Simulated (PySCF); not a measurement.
Species: C6H9NO.
Cartesian coordinates in Å at the GFN2-xTB level; atoms count from 1:
```
atom  x, y, z in Å
N1     2.243   -0.637   -0.847
C2     1.588   -0.268    0.156
C3     0.207    0.285   -0.002
C4     0.354    1.786   -0.013
O5     0.053    2.519    0.885
C6    -0.844   -0.265    0.978
C7    -1.655   -0.799   -0.214
C8    -0.608   -0.251   -1.196
H9     3.176   -0.998   -0.663
H10    1.938   -0.297    1.197
H11    0.779    2.163   -0.962
H12   -1.334    0.515    1.558
H13   -0.469   -1.030    1.655
H14   -1.755   -1.882   -0.231
H15   -2.640   -0.351   -0.317
H16   -0.067   -0.999   -1.770
H17   -0.972    0.522   -1.870
```

Computed with TDDFT PBE0/def2-SVPD, vertical, gas phase, core orbitals frozen in the response in PySCF.

Transition dipole moments from the ground state, in atomic units and in the frame of the coordinates above (overall signs are arbitrary), for the states with f of 0.002 or more among the lowest 7:

| state | E (eV) | μx | μy | μz |
| --- | --- | --- | --- | --- |
| S1 | 4.181 | -0.168 | 0.122 | 0.058 |
| S2 | 4.910 | -0.039 | -0.231 | -0.032 |
| S3 | 6.106 | -0.269 | 0.114 | 0.050 |
| S4 | 6.315 | 0.088 | -0.023 | -0.129 |
| S5 | 6.571 | -0.164 | 0.390 | 0.065 |
| S6 | 6.687 | 0.495 | -0.012 | -0.043 |
| S7 | 6.927 | 0.095 | 0.183 | 0.027 |

Problem. Work out the oscillator strengths.

Solution. f = (2/3) ΔE |μ|² with ΔE in hartree (27.2114 eV).

```tsv
state	|μ|² (au)	|μ| (D)	f
S1	0.046	0.55	0.005
S2	0.056	0.60	0.007
S3	0.088	0.75	0.013
S4	0.025	0.40	0.004
S5	0.183	1.09	0.029
S6	0.247	1.26	0.040
S7	0.043	0.53	0.007
```

Problem. Which bond between heavy atoms lies closest to the direction of the S6 transition dipole?

Solution. C2–C3, at 23° from it; next C3–C6 and C7–C8 at 43°.

Problem. What angle do the transition dipoles of S3 and S5 make?

Solution. |cos θ| = |μa·μb| / (|μa| |μb|) = 0.72, so θ ≈ 44° (taken between 0 and 90°, since the signs are arbitrary).

Problem. How is the summed strength of these states shared among x, y and z?

Solution. (2/3) Σ ΔE μα² gives 0.061 for x, 0.040 for y and 0.005 for z, 0.106 in all.

Problem. What peak molar absorption coefficient would the strongest computed level give as a lone Gaussian band 0.5 eV wide at half height?

Solution. ε(max) = 2.175×10⁸ f / FWHM, with the width in cm⁻¹. S6: 2.175×10⁸ × 0.0404 / 4033 ≈ 2200 L mol⁻¹ cm⁻¹.

On Arm Neoverse N1, one thread, no GPU, on a shared host, this took 80 s of wall time and 0.97 GiB of memory at its peak.

One conformer stands for the species.
